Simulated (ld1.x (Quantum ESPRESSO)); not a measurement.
**Configuration tests for lead (Pb) (TM)**

* Element: Pb (Z = 82)
* Generator: ld1.x (Quantum ESPRESSO) 7.5
* Type: norm-conserving Troullier–Martins (Kleinman–Bylander form)
* Functional: PBEsol
* Relativity: scalar-relativistic
* Frozen core: [Xe] 4f14 5d10
* Valence charge: 4
* Reference configuration: 6s1.5 6p2.5
* Partial waves: 6p (bound): rc 1.90 bohr; 6s (bound): rc 1.80 bohr
* Local potential: the s channel
* Core correction: none

Energies are relative to the spin-unpolarised reference configuration 6s1.5 6p2.5; without spin polarisation the order of configurations can differ from experiment.

Q: Give the all-electron excitation energy and the error of the potential for: 6s2 6p2; 6s2 6p1; 6s2 6p0; 6s1 6p2; 6s2 6p1.5; 6s1 6p3; 6s1 6p0.

A:

```
valence configuration  charge  ΔE all-electron (eV)  error AE − PS (meV)
              6s2 6p2       0                -4.338                 +7.3
              6s2 6p1      +1                 2.260                  +13
              6s2 6p0      +2                15.707                  +41
              6s1 6p2      +1                11.838                 -5.2
            6s2 6p1.5    +0.5                -1.835                  +10
              6s1 6p3       0                 4.433                 +6.5
              6s1 6p0      +3                48.186                  +37
```

Levels in the configuration 6s2 6p0:

| level | all-electron (eV) | pseudo (eV) |
| --- | --- | --- |
| 6s | -27.522 | -27.598 |

ld1.x printed “convergence not achieved” for 7 of the counted tests; their residual had stalled under 1e-8, short of the target of 1e-14.
